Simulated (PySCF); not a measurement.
Species: C6H11S (charge -1).
Bonds: C1–C2, C2–C3, C3–C4, C4–S5, C2–C6, C6–C7, C2–C7. Hydrogens: H8, H9, H10 on C1; H11, H12 on C3; H13, H14 on C4; H15, H16 on C6; H17, H18 on C7.

Computed geometry: GFN2-xTB, gas phase.

Give the optimised bond lengths and angles.

| bond | length (pm) |
| --- | --- |
| C1–C2 | 151.3 |
| C2–C3 | 151.7 |
| C3–C4 | 153.0 |
| C4–S5 | 180.7 |
| C2–C6, C2–C7 | 150.2 |
| C6–C7 | 150.2 |
| C1–H8, C1–H9, C1–H10 | 108.9 |
| C3–H11, C3–H12 | 109.4 |
| C4–H13, C4–H14 | 109.9 |
| C6–H15, C7–H18 | 108.2 |
| C6–H16, C7–H17 | 108.0 |

Bonds in one row agree within 1 pm and their mean is given. A selection of angles:
| angle | degrees |
| --- | --- |
| C2–C1–H8 | 110.2 |
| C2–C1–H10 | 111.1 |
| H8–C1–H9 | 108.1 |
| H8–C1–H10 | 108.5 |
| C1–C2–C3 | 114.7 |
| C1–C2–C6 | 117.1 |
| C3–C2–C6 | 118.5 |
| C3–C2–C7 | 118.1 |
| C6–C2–C7 | 60.0 |
| C2–C3–C4 | 114.1 |
| C2–C3–H11 | 109.8 |
| C4–C3–H11 | 108.4 |
| H11–C3–H12 | 107.3 |
| C3–C4–S5 | 111.2 |
| C3–C4–H13 | 110.3 |
| S5–C4–H13 | 108.7 |
| H13–C4–H14 | 107.9 |
| C2–C6–C7 | 59.9 |
| C2–C6–H15 | 118.7 |
| C2–C6–H16 | 118.6 |
| C7–C6–H15 | 118.0 |
| C7–C6–H16 | 118.1 |
| H15–C6–H16 | 113.6 |
| C2–C7–H17 | 118.0 |

Dihedral angles: C1–C2–C3–C4 -68° (synclinal); C2–C3–C4–S5 -175° (antiperiplanar); C1–C2–C6–C7 108° (anticlinal); C1–C2–C7–C6 -107° (anticlinal). The mirror-image conformer, all signs reversed, is as good.

The 6 C–C bonds span 1.500 Å (C2–C7, drawn single) to 1.530 Å (C3–C4, drawn single), a spread of 0.030 Å. Of the pairs four or more bonds apart, H8···H13 is among the closest relative to their van der Waals radii: 2.31 Å, 96 % of the sum of Bondi's values. The 3-membered ring C2–C6–C7 has internal angles of 59.9° to 60.1°.

Point group: C1 (no symmetry element, even within 0.4 Å). No frequency check.
